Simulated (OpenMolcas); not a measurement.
Fe2+ in tetrahedral coordination: ligands and hosts compared

```yaml
Program: OpenMolcas
Method: CASSCF
Active_space: 6 electrons in 5 orbitals (3d)
Spin-orbit_coupling: RASSI with atomic mean-field integrals over the reference wave functions
```

Distances were set from a Shannon-type radius of the metal (high-spin where two are listed) plus a fixed donor radius (H2O 1.36, Br 1.91, Cl 1.76 Å). Anionic complexes are neutralised by point charges, and hosts are embedded clusters. Ligand basis ANO-RCC-VDZP. States (labels of the rotation group of each site). Energies in cm-1 above the lowest state or level, χT in cm3 K/mol; 10Dq and B are least-squares fits to the states below 45000 cm-1, weighted by degeneracy, with a free offset, and given where the rms deviation is under 5 % of |10Dq| (or 100 cm-1) and under 700 cm-1; 10Dq is negative for this site.

| Ligand or host | R (Å) | Metal basis | Outer charge (e at Å behind ligand) | Ground state | First state of that spin | 10Dq | B (rms of fit) | First gap with spin-orbit (degeneracies) | χT at 300 K | First state of another spin |
| --- | --- | --- | --- | --- | --- | --- | --- | --- | --- | --- |
| H2O | 2 | ANO-RCC-VDZP |  | 2S+1 = 5 | 2249 |  |  | 0.2 (1, 1) | 3.297 | 2S+1 = 3: 20649 |
| Br | 2.55 | ANO-RCC-VDZP | 0.5 at 3.2 | 5E | 5T2 1695 |  |  | 27.4 (1, 3) | 3.901 | 3T1 20834 |
| Cl | 2.4 | ANO-RCC-VDZP | 0.5 at 2.6 | 5E | 5T2 2006 | -2077 | 1117 (66) | 25.5 (1, 3) | 3.776 | 3T1 20741 |

The rows also differ in their outer charges, so part of each step comes from that.

Without dynamic correlation the repulsion within the d shell is too large (B by tens of per cent), so at a given field states of lower spin stand too high. Ligand-to-metal charge-transfer states are missing. With no ligand orbital active B as a rule stays too high, so bands that hang on it stand too high and its fall with covalency is understated. With metal d orbitals alone and no dynamic correlation the field as a rule comes out too small, by tens of per cent, by up to half for chloride and softer ligands, and the orbital part of g and χT, which goes as 1/10Dq, too large. An orbital doublet at a regular site is open to a Jahn-Teller distortion, which this geometry leaves out (holds for Br; Cl). No measured value stands beside these numbers; the geometry was imposed, not optimised, and the real ion may take another.

A state without a sure symmetry label is named by its multiplicity alone.
